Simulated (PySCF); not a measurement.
# Si3H8NClO

The system: Si3H8NClO, a small molecule; neutral, singlet. The structure, one conformer, was relaxed in the gas phase by PBE0-D3(BJ)/def2-SVP. No frequency run checks that it is a minimum.

SMILES: O[Si]([SiH3])(Cl)N[SiH3]

```csv
atom,x (Å),y (Å),z (Å)
Si1,-0.338,0.164,-1.306
Si2,-2.237,0.494,0.002
N3,1.169,0.575,-0.564
Si4,1.926,-0.222,0.793
O5,-0.371,-1.424,-1.774
Cl6,-0.460,1.436,-2.956
H7,-2.297,1.936,0.391
H8,-2.165,-0.336,1.244
H9,-3.470,0.138,-0.762
H10,1.636,1.391,-0.950
H11,0.913,-1.157,1.364
H12,2.344,0.773,1.825
H13,3.137,-1.006,0.395
H14,0.370,-1.730,-2.309
```

Shieldings: GIAO PBE0/pcSseg-1. Shifts are against computed references at the same level: H TMS (σ 31.27 ppm), Si TMS (σ 352.0 ppm). Core levels by delta-SCF with SCAN, pcX-2 on the ionised atom and pcseg-1 elsewhere, spin-free X2C (2p3/2 is the spin-free 2p value less a third of a first-order spin-orbit splitting); from the vacuum level, for chosen atoms.

(1) Give the NMR and core-level values of the distinct atoms.

(2) Which of Si1, Si2 holds its core electrons tightest, and by how much against the loosest?

(3) By CAM-B3LYP/def2-SVPD (TDDFT singlets, Tamm-Dancoff triplets, ionisation by delta-SCF), where does absorption start, and what does vertical ionisation take?

## Answers

(1) 
```json
{"atoms": "Si1", "bonded to": "1 Cl + 1 N + 1 O + 1 Si", "σ (ppm)": "351.7", "δ (ppm)": "0.3", "core level (eV)": "2p3/2 107.98"}
{"atoms": "Si2", "bonded to": "1 Si + 3 H", "σ (ppm)": "460.6", "δ (ppm)": "-108.6", "core level (eV)": "2p3/2 106.63"}
{"atoms": "N3", "bonded to": "2 Si + 1 H", "σ (ppm)": "223.5", "δ (ppm)": "-", "core level (eV)": "1s 404.49"}
{"atoms": "Si4", "bonded to": "1 N + 3 H", "σ (ppm)": "409.4", "δ (ppm)": "-57.4", "core level (eV)": "-"}
{"atoms": "O5", "bonded to": "1 Si + 1 H", "σ (ppm)": "240.1", "δ (ppm)": "-", "core level (eV)": "1s 538.71"}
{"atoms": "Cl6", "bonded to": "1 Si", "σ (ppm)": "835.6", "δ (ppm)": "-", "core level (eV)": "2p3/2 205.71"}
{"atoms": "H7 H8 H9", "bonded to": "1 Si", "σ (ppm)": "27.78", "δ (ppm)": "3.48", "core level (eV)": "-"}
{"atoms": "H10", "bonded to": "1 N", "σ (ppm)": "30.63", "δ (ppm)": "0.64", "core level (eV)": "-"}
{"atoms": "H11 H12 H13", "bonded to": "1 Si", "σ (ppm)": "26.62", "δ (ppm)": "4.65", "core level (eV)": "-"}
{"atoms": "H14", "bonded to": "1 O", "σ (ppm)": "29.08", "δ (ppm)": "2.19", "core level (eV)": "-"}
```

Values are those of this one static structure, with the three H of a rotating XH3 group averaged; atoms that internal rotation interchanges would show their mean in an NMR spectrum.

(2) Si1 (bonded to 1 Cl + 1 N + 1 O + 1 Si), by 1.35 eV over Si2 (bonded to 1 Si + 3 H).

(3) The lowest singlet lies at 6.51 eV (f 0.020), the strongest of the first 6 at 7.77 eV (f 0.089), the lowest triplet at 6.07 eV; vertical ionisation takes 9.69 eV.
